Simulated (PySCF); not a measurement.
C₄H₁₀OSi, SMILES OC[C@H]1CC[SiH2]1.

Coordinates come from a PBE-D3(BJ)/def2-SVP optimisation. The structure was generated by enumeration; whether it is a known compound was not checked. One conformer was computed; it need not be the lowest.

Two levels are set side by side: PBE/def2-TZVP (PySCF) and r2SCAN/def2-TZVP (PySCF). Same geometry, gas phase. Differences are taken from unrounded values.

```json
[
 {"quantity": "orbital gap (eV)", "r2SCAN": "6.10", "PBE": "5.41", "PBE minus r2SCAN": "-0.69"},
 {"quantity": "highest occupied level (eV)", "r2SCAN": "-6.40", "PBE": "-6.07", "PBE minus r2SCAN": "0.32"},
 {"quantity": "lowest empty level (eV)", "r2SCAN": "-0.30", "PBE": "-0.66", "PBE minus r2SCAN": "-0.37"},
 {"quantity": "dipole moment (D)", "r2SCAN": "1.71", "PBE": "1.66", "PBE minus r2SCAN": "-0.05"},
 {"quantity": "mean polarisability (bohr³)", "r2SCAN": "79.3", "PBE": "81.4", "PBE minus r2SCAN": "2.1"}
]
```

Rough cost on one machine, each run with all the roots and properties that it gave: r2SCAN against PBE about 4 times.
